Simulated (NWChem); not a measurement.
# Basis-set convergence for CH$_{6}$Hf

SMILES: [CH3][HfH3]
```xyz
8

Hf     0.2276     0.0130     0.0000
C     -1.9567    -0.1116     0.0000
H     -2.3253    -0.6500     0.8955
H     -2.3253    -0.6500    -0.8955
H     -2.4118     0.8986     0.0000
H      0.8547    -0.8358     1.5302
H      0.8547    -0.8358    -1.5302
H      0.7026     1.8100     0.0000
```
Charge 0, spin multiplicity 1.

Everything below was run with NWChem. Structure: optimised with B3LYP/def2-SVP with def2 effective core potentials on Hf, with no frequency check, so it may be a saddle point.

Quantity: first vertical ionisation energy at the level G0W0@PBE0.

Effective core potentials replace the inner electrons of Hf; spin-orbit coupling is left out. GW and range-separated runs recompute their integrals, the others keep them in memory, which bears on the times. The structure started from a generated list of species.

Costs are rough ratios of processor time within this set of runs, SCF included, with def2-SVP as 1.

| basis | functions | first vertical ionisation energy (eV) | relative cost |
|---|---|---|---|
| def2-SVP | 76 | ___ | 1 |
| def2-SVPD | 103 | ___ | under 3 |
| def2-TZVP | 107 | 9.88 | under 3 |
| def2-TZVPD | 134 | 9.87 | 3 |
| def2-TZVPP | 171 | ___ | 6 |

Complete the blanks.


- def2-SVP, first vertical ionisation energy (eV): 9.65
- def2-SVPD, first vertical ionisation energy (eV): 9.68
- def2-TZVPP, first vertical ionisation energy (eV): 10.00
